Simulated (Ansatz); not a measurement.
Cost and result for the atomization energy of GeH₈N₂O₂Si (`[NH2][GeH2][Si](N)(O)O`) (14 atoms, 13 bonds).

```xyz
14

N     2.249    0.459    0.948
Ge    0.573   -0.242    1.311
Si   -0.704    0.170   -0.662
N    -1.765   -1.144   -0.874
O     0.332    0.352   -1.927
O    -1.534    1.592   -0.624
H     2.918    0.342    1.696
H     2.650    0.072    0.103
H     0.603   -1.753    1.680
H     0.066    0.498    2.566
H    -2.377   -1.195   -1.674
H    -1.500   -2.061   -0.553
H     0.699    1.232   -2.041
H    -2.210    1.677    0.050
```

Charge 0, multiplicity 1. Correlated methods include outer-core shells of Ge, which these sets cover unevenly. Scalar relativity is left out up to krypton. All single points use the PBE0-D4/def2-TZVP geometry. It is one conformer, not always the lowest. Program: Ansatz. All runs use 2 threads of an AMD EPYC 7R13 on a shared host and a share of an NVIDIA H100 80 GB. Times are those of one run each, without the atoms' runs, and a repeat can differ threefold. Electronic energies, without spin–orbit coupling; frozen cores. CCSD(T)/CBS adds CCSD(T) − MP2 in def2-TZVPP to the MP2 limit, and its time is that of the two runs behind it. T1 = 0.012. With those shells the extrapolation isn't a true limit. B3LYP takes the VWN-RPA correlation (the form of Gaussian; ORCA's B3LYP/G).

CCSD(T)/CBS is a level of theory with its own doubt, some kJ/mol a heavy atom from the limit and from the frozen cores, so smaller differences don't rank the functionals.

```
                             level  functions  atomization (kcal/mol)  difference from CCSD(T)/CBS  per bond
 B3LYP-D4/def2-TZVPP (with forces)        326                  1171.5                         -8.6      -0.7
                 B2PLYP/def2-TZVPP        326                  1158.4                        -21.7      -1.7
                PBE0-D4/def2-TZVPP        326                  1161.4                        -18.7      -1.4
                 CCSD(T)/CBS(def2)          –                  1180.1                          0.0       0.0
r2SCAN-D4/def2-TZVPP (with forces)        326                  1169.8                        -10.3      -0.8
                    MP2/def2-QZVPP        627                  1182.9                          2.8       0.2
  ωB97M-V/def2-TZVPP (with forces)        326                  1175.9                         -4.2      -0.3
   PBE-D4/def2-TZVPP (with forces)        326                  1187.7                          7.6       0.6
                ωB97X-V/def2-TZVPP        326                  1179.9                         -0.2       0.0
                CCSD(T)/def2-TZVPP        326                  1141.7                        -38.4      -3.0
```

(1) Order the runs by time, with rough figures. (Best estimate.)

## Answers

(1) The calculation gave: PBE0-D4/def2-TZVPP 2.3 s; B3LYP-D4/def2-TZVPP (with forces) 2.3 s; PBE-D4/def2-TZVPP (with forces) 2.6 s; r2SCAN-D4/def2-TZVPP (with forces) 2.9 s; ωB97X-V/def2-TZVPP 3 s; B2PLYP/def2-TZVPP 3.1 s; ωB97M-V/def2-TZVPP (with forces) 4 s; MP2/def2-QZVPP 6.5 s; CCSD(T)/def2-TZVPP 9 s; CCSD(T)/CBS(def2) 16 s.

From PBE to PBE0 (25 % exact exchange), in def2-TZVPP and without D4, the atomization energy moves by −25.2 kcal/mol: exact exchange takes away binding that semilocal exchange gives to molecules. In def2-TZVPP, CCSD(T) changes the Hartree–Fock value by +345.2 kcal/mol (the triples alone add +18.7 kcal/mol) and MP2 by +363.5 kcal/mol; breaking electron pairs costs correlation energy, which Hartree–Fock lacks. The D4 term adds +12.8 kcal/mol with B3LYP and +6.8 kcal/mol with PBE0; it sums over pairs of atoms, weighted by their polarisabilities, and B3LYP, whose exchange is more repulsive, gets the larger term.
